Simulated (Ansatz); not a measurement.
Relaxation of H6N3Y (10 atoms, charge 0, multiplicity 1), to a largest force component of 0.015 eV/Å in at most 40 steps.

Computed with RHF/def2-SVP (Ansatz).

```xyz
10
Properties=species:S:1:pos:R:3:forces:R:3
N -1.689 0.852 -0.935 -1.02 0.85 -1.08
Y 0.012 0.008 -0.007 -0.13 -0.05 0.01
N 0.538 -1.992 -0.439 0.20 -1.73 0.00
N 1.166 1.153 1.337 1.11 1.08 0.88
H -2.201 0.444 -1.713 0.02 0.22 0.39
H -1.956 1.833 -0.908 -0.09 -0.45 0.00
H 1.271 -2.530 0.016 -0.24 0.12 -0.33
H -0.044 -2.667 -0.927 0.38 0.20 0.10
H 1.022 2.130 1.578 0.12 -0.42 0.03
H 2.065 0.895 1.734 -0.36 0.17 -0.01
```

Task: Where does it end, and by what steps?

Result: The run converged. After 4 steps the energy has fallen by 0.214 eV; H5 moved furthest, 0.14 Å.

```csv
step,energy less start (eV),largest force component (eV/Å),accepted
0,0.0000,1.726,yes
1,-0.0376,1.774,yes
2,-0.2130,0.074,yes
3,-0.2130,0.109,yes
4,-0.2144,0.002,yes
```

```xyz
10
Properties=species:S:1:pos:R:3
N -1.700 0.912 -1.027
Y 0.020 0.013 -0.028
N 0.522 -2.079 -0.392
N 1.233 1.205 1.339
H -2.331 0.467 -1.675
H -2.031 1.859 -0.939
H 1.286 -2.602 0.007
H 0.040 -2.728 -0.994
H 1.101 2.173 1.588
H 2.044 0.905 1.856
```

Run time: 14 s on 1 thread of Arm Neoverse V2 (shared host), peak memory 0.2 GiB.
